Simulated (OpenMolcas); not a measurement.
## What dynamic correlation does to the levels of Ar³⁺

* Program: OpenMolcas
* Basis: ANO-RCC-VQZP [6s5p3d2f1g]
* Scalar Hamiltonian: DKH2, point nucleus
* Active space: 3 electrons in 3 orbitals (3p)
* State averaging: 2S+1 = 4 odd, 1 root; 2S+1 = 2 odd, 8 roots
* Spin-orbit coupling: RASSI with atomic mean-field integrals over the reference wave functions, term energies averaged over their components

Methods on the same reference wave functions:
A. CASSCF
B. SS-CASPT2, IPEA 0.25 Eh, imaginary shift 0.1 Eh (closed shells correlated: 2s 2p 3s)

Energies in cm⁻¹ above 3s² 3p³ ⁴S°_3/2, the measured ground level; measured values from Saloman, J. Phys. Chem. Ref. Data 39, 033101 (2010).

| Level | A | B | Measured |
| --- | --- | --- | --- |
| 3s² 3p³ ⁴S°_3/2 | 0.0 | 0.0 | 0.0 |
| 3s² 3p³ ²D°_3/2 | 26059 | 21480 | 21091 |
| 3s² 3p³ ²D°_5/2 | 26150 | 21580 | 21220 |
| 3s² 3p³ ²P°_1/2 | 43426 | 36400 | 34855 |
| 3s² 3p³ ²P°_3/2 | 43546 | 36540 | 35032 |

Deviations, from unrounded energies. A percentage is the sum of absolute deviations over the sum of measured energies, with the sign that they share, or ± where signs differ.

| Against measurement | Levels | A | B |
| --- | --- | --- | --- |
| mean absolute deviation (cm-1) | 4 | 6700 | 950 |
| other terms of the ground configuration (%) | 4 | +24.1 | +3.4 |

B lies closest to measurement on these levels. The largest miss of B in the table is 3s² 3p³ ²P°_1/2, by +1500 cm-1. The ranking rests on the paired levels alone, and a cruder setting can come out closer through cancelling errors.

From A to B the spin-free energies of the other terms of 3s² 3p³ shown, above ⁴S°, scale by factors of 0.82 to 0.84.

The lowest spin-free term lies below A's lowest term by 0.183 hartree in B.

CASPT2 does not keep the components of a term degenerate, so their means are used; among the terms shown or strongly mixed into the levels shown the widest spread is 210 cm-1 (3s² 3p³ ²D°, B). With the s shell closed, the reference lacks s² → p² mixing. Measured partners are found by configuration, term and J. A level has none where our copy of the source lacks it or the pairing is in doubt (some pairs that miss far off the trend of their configuration count as doubtful), and it then counts in no deviation. Levels of configurations outside the active space are missing.

° marks odd parity.
